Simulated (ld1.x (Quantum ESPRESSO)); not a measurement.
**Transferability test, PAW potential for Os**

```json
{
  "Element": "osmium",
  "Generator": "ld1.x (Quantum ESPRESSO) 7.5",
  "Type": "PAW",
  "Functional": "LDA (PZ)",
  "Relativity": "scalar-relativistic",
  "Frozen core": "[Kr] 4d10 4f14",
  "Valence charge": "16",
  "Reference configuration": "5s2 5p6 5d6 6s1.75 6p0 (charge +0.25)",
  "Partial waves": "5s (bound): rcut 1.30, rcutus 1.45 bohr; 6s (bound): rcut 1.30, rcutus 1.45 bohr; 5p (bound): rcut 1.95, rcutus 2.05 bohr; 6p (bound, empty): rcut 1.95, rcutus 2.05 bohr; 5d (bound): rcut 2.50, rcutus 2.80 bohr; 5d channel at 4.35 Ry: rcut 2.50, rcutus 2.80 bohr",
  "Local potential": "all-electron potential smoothed inside 2.40 bohr (lloc = -2)",
  "Core correction": "Bessel-smoothed model core, default radius (core density twice the valence density)",
  "Augmentation charge": "BESSEL, radius 1.45 bohr"
}
```

Energies are relative to the spin-unpolarised reference configuration 5s2 5p6 5d6 6s1.75 6p0; without spin polarisation the order of configurations can differ from experiment. Spin-polarised rows fill each open shell by Hund’s rule, majority spin first. Not all tests gave a result: 5 of 9 tests not solved or not reliable. Left out of the table: 5s2 5p6 5d6 6s0 6p0 (solver errors, printed error -1942 eV); 5s1 5p6 5d6 6s2 6p0 (solver errors, printed error -1982 eV); 5s2 5p5 5d6 6s2 6p0 (solver errors, printed error -1912 eV); 5s2 5p6 5d6 6s0 6p1 (solver errors, printed error -1989 eV); 5s2 5p6 5d5 6s2 6p0 (solver errors, printed error -1974 eV).

| valence configuration | charge | ΔE all-electron (eV) | error AE − PS (meV) |
| --- | --- | --- | --- |
| 5s2 5p6 5d6 6s1 6p0 | +1 | 8.057 | -5.3 |
| 5s2 5p6 5d6 6s1.75 6p0 (spin-polarised) | +0.25 | -2.196 | -11 |

(1) What are ΔE and the potential's error for 5s2 5p6 5d6 6s2 6p0 (spin-polarised)?

(2) What are ΔE and the potential's error for 5s2 5p6 5d6 6s2 6p0?

Levels in the configuration 5s2 5p6 5d6 6s2 6p0 (spin-polarised):

```
  level  all-electron (eV)  pseudo (eV)
  5s up            -92.380      -92.378
  5p up            -51.771      -51.769
  5d up             -7.273       -7.272
  6s up             -6.846       -6.847
5s down            -90.810      -90.825
5p down            -49.840      -49.856
5d down             -5.237       -5.246
6s down             -5.743       -5.746
```

Answers

(1) ΔE = -3.827 eV all-electron; the error (AE − PS) is -9.5 meV.

(2) ΔE = -1.807 eV all-electron; the error (AE − PS) is +0.7 meV.
